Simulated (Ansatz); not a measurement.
Consider the redistribution: `FCCBS` + `CN[SiH2]Cl` → `CNBS` + `FCC[SiH2]Cl`.

Calculated with Ansatz (gas phase, PBE0-D4/def2-TZVP geometries, no zero-point term in ΔE). CCSD(T)/CBS adds triple-zeta CCSD(T) − MP2 to the extrapolated MP2 energy (def2 sets, frozen cores). DFT in def2-TZVPP. Each species was taken in one conformer, which may not be the lowest.

**Question.** Is it downhill or uphill in electronic energy at CCSD(T)/CBS, and by how much? (An estimate is asked.)

**Answer.** The calculation gave: Downhill: ΔE = -0.54 eV.

**Question.** What do these levels give: r2SCAN, PBE0, CCSD(T)/def2-TZVPP, MP2/def2-QZVPP, SCS-MP2/def2-QZVPP, HF/CBS(def2)? (Estimate.)

**Answer.** Ansatz gave: r2SCAN -0.56, PBE0 -0.58, CCSD(T)/def2-TZVPP -0.54, MP2/def2-QZVPP -0.54, SCS-MP2/def2-QZVPP -0.53, HF/CBS(def2) -0.48 eV.

Largest T1 diagnostic among the species: 0.013.

In def2-TZVPP, CCSD(T) changes the Hartree–Fock value by −0.05 eV (the triples alone add −0.01 eV) and MP2 by −0.06 eV.
